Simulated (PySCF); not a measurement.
# `C=CC[Si@@](N)(O)OC`: 4 charge schemes on one density

Compound: C4H11NO2Si.
Structure used (GFN2-xTB), in Å, numbered top down from 1:
```xyz
19
C4H11NO2Si angstrom
C      2.8531    0.9892    0.0736
C      2.0460    0.2561   -0.6732
C      0.6087    0.5536   -0.9110
Si    -0.5116   -0.6132    0.1101
N     -0.2016   -2.2210   -0.4293
O     -0.1764   -0.4927    1.7040
O     -2.0940   -0.2700   -0.0600
C     -2.8309    0.7558    0.5481
H      2.5163    1.8984    0.5457
H      3.8822    0.7200    0.2418
H      2.4082   -0.6565   -1.1276
H      0.3821    0.4375   -1.9703
H      0.3988    1.5895   -0.6416
H     -0.2456   -2.3981   -1.4186
H     -0.6696   -2.9672    0.0607
H      0.7197   -0.6320    1.9966
H     -2.6301    0.7879    1.6197
H     -3.8877    0.5476    0.3781
H     -2.5776    1.7244    0.1107
```

Density: PBE0/pcSseg-1 (PySCF); schemes: Mulliken, IAO, Hirshfeld and ESP-fitted. The structure is a single GFN2-xTB conformer in the gas phase; no vibrational or solvent corrections.

Problem. Atoms with like bonding are taken together and averaged. Do the Mulliken, IAO, Hirshfeld and ESP-fitted schemes agree on where the charge is highest?

Solution. All schemes agree: Mulliken Si4 (+1.236); IAO Si4 (+1.514); Hirshfeld Si4 (+0.501); ESP-fitted Si4 (+1.124).

Problem. Do the Mulliken, IAO, Hirshfeld and ESP-fitted schemes agree on where the charge is lowest?

Solution. All schemes include N5: Mulliken N5 and O7 (-0.636); IAO N5 (-0.861); Hirshfeld N5 (-0.327); ESP-fitted N5 (-1.150).

Problem. For which atoms does the sign change between the 4 schemes (beyond +0.03 e in one, beyond −0.03 e in another)?

Solution. C8. Atomic charges aren't observables, and each scheme defines them in its own way.

Problem. Give the atomic charges in each scheme.

Solution. In e; atoms taken as equivalent share a row and are averaged (×n: the atom named and its like, n in all):

| atom | environment | Mulliken | IAO | Hirshfeld | ESP-fitted |
| --- | --- | --- | --- | --- | --- |
| C1 | terminal =CH2 carbon | -0.174 | -0.351 | -0.120 | -0.571 |
| C2 | alkene CH carbon | -0.258 | -0.118 | -0.038 | +0.026 |
| C3 | sp3 carbon bound to silicon | -0.519 | -0.592 | -0.168 | -0.519 |
| Si4 | oxygen-bound silicon | +1.236 | +1.514 | +0.501 | +1.124 |
| N5 | silicon-bound nitrogen | -0.636 | -0.861 | -0.327 | -1.150 |
| O6 | silanol oxygen | -0.564 | -0.800 | -0.313 | -0.689 |
| O7 | silyl ether oxygen | -0.636 | -0.650 | -0.240 | -0.532 |
| C8 | methoxy carbon | -0.002 | -0.195 | -0.034 | +0.048 |
| H9 | vinylic hydrogen | +0.104 | +0.139 | +0.040 | +0.210 |
| H10 | vinylic hydrogen | +0.113 | +0.148 | +0.041 | +0.195 |
| H11 | vinylic hydrogen | +0.108 | +0.146 | +0.043 | +0.130 |
| H12 | methylene hydrogen | +0.148 | +0.155 | +0.043 | +0.150 |
| H13 | methylene hydrogen | +0.136 | +0.149 | +0.042 | +0.171 |
| H14/H15 | N–H hydrogen | +0.190 | +0.264 | +0.117 | +0.412 |
| H16 | hydroxyl hydrogen | +0.248 | +0.374 | +0.170 | +0.419 |
| H17/H18/H19 | methyl hydrogen | +0.105 | +0.138 | +0.042 | +0.055 |

Mean size of the charges over all atoms: IAO 0.376 e, ESP-fitted 0.364 e, Mulliken 0.293 e, Hirshfeld 0.131 e. Each set sums to the total charge, 0, to within 0.001 e. The ESP scheme is a least-squares fit of atom-centred charges to the potential on four shells outside the van der Waals surface, with the total charge fixed. The Mulliken scheme gives each basis function's population to the atom it is centred on and halves the overlap population of two atoms between them.

Some averages cover members that differ in this geometry: H17/H18/H19, ESP-fitted +0.029 to +0.080 e.

Problem. Sum the charges by element, for elements with more than one atom.

Solution. 
| element | atoms | Mulliken | IAO | Hirshfeld | ESP-fitted |
| --- | --- | --- | --- | --- | --- |
| C | 4 | -0.952 | -1.256 | -0.360 | -1.017 |
| O | 2 | -1.200 | -1.450 | -0.553 | -1.221 |
| H | 11 | +1.552 | +2.053 | +0.739 | +2.264 |

Problem. How many electrons does the ESP-fitted scheme count on C3?

Solution. Z − q = 6 − (-0.519) ≈ 6.520.
